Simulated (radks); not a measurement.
Values are calculated unless marked as measured or tabulated.
Pt2+, configuration [Xe] 4f14 5d8.

Code: a radial shooting solver on a logarithmic mesh with Libxc functionals. Model: scalar-relativistic Kohn-Sham, SCAN, spin-polarised, spherical densities, finite nucleus; open shells are filled with parallel spins first (spin-orbit coupling, left out, can overturn this in heavy ions); meta-GGA in the generalised Kohn-Sham scheme; Fermi nuclear charge, rms radius 5.427 fm.

Energy parts (eV):
| part | energy |
|---|---|
| total | -500999.91 |
| kinetic | 558511.01 |
| electron-nucleus | -1243195.60 |
| Hartree | 193344.52 |
| exchange-correlation | -9659.84 |

Orbitals (lengths in bohr, moments of r in powers of bohr; <r^-3> diverges for s and p1/2):
| orbital | occ. | eigenvalue (eV) | <r> | <r^-3> |
|---|---|---|---|---|
| 1s up | 1 | -78514.82 | 0.01715 | - |
| 1s down | 1 | -78514.81 | 0.01715 | - |
| 2s up | 1 | -13838.62 | 0.07232 | - |
| 2s down | 1 | -13838.52 | 0.07232 | - |
| 2p up | 3 | -11994.09 | 0.06522 | 24250 |
| 2p down | 3 | -11993.99 | 0.06522 | 24250 |
| 3s up | 1 | -3279.158 | 0.1869 | - |
| 3s down | 1 | -3279.116 | 0.1869 | - |
| 3p up | 3 | -2738.823 | 0.1881 | 5524 |
| 3p down | 3 | -2738.769 | 0.1881 | 5524 |
| 3d up | 5 | -2151.322 | 0.1705 | 689.2 |
| 3d down | 5 | -2151.222 | 0.1705 | 689.2 |
| 4s up | 1 | -727.3311 | 0.4149 | - |
| 4s down | 1 | -727.1332 | 0.4149 | - |
| 4p up | 3 | -549.3135 | 0.4415 | 1317 |
| 4p down | 3 | -549.1346 | 0.4415 | 1316 |
| 4d up | 5 | -332.2185 | 0.4682 | 143.6 |
| 4d down | 5 | -332.0185 | 0.4681 | 143.6 |
| 5s up | 1 | -125.5013 | 0.9559 | - |
| 5s down | 1 | -123.8833 | 0.9513 | - |
| 4f up | 7 | -92.0148 | 0.5165 | 27.10 |
| 4f down | 7 | -91.7544 | 0.5155 | 27.15 |
| 5p up | 3 | -79.1489 | 1.102 | 213.3 |
| 5p down | 3 | -77.2355 | 1.098 | 216.4 |
| 5d up | 5 | -26.7956 | 1.541 | 13.21 |
| 5d down | 3 | -25.0694 | 1.559 | 13.01 |

The highest occupied level is 5d down at -25.069 eV. The electron density at the nucleus is 2.116e+06 e/bohr^3 (large components only). The spin density at the nucleus is -17.71 e/bohr^3 (1s -0.27, 2s -0.39, 3s -0.02, 4s 2.46, 5s -19.49). For comparison, the ionisation energy in NIST's Atomic Spectra Database is 29 eV (theoretical). In exact Kohn-Sham theory the highest level is minus the ionisation energy, but local and semilocal functionals leave it too shallow, through self-interaction and a potential that decays too fast; potentials with the right tail come closer. Spin moment in Bohr magnetons: 2.
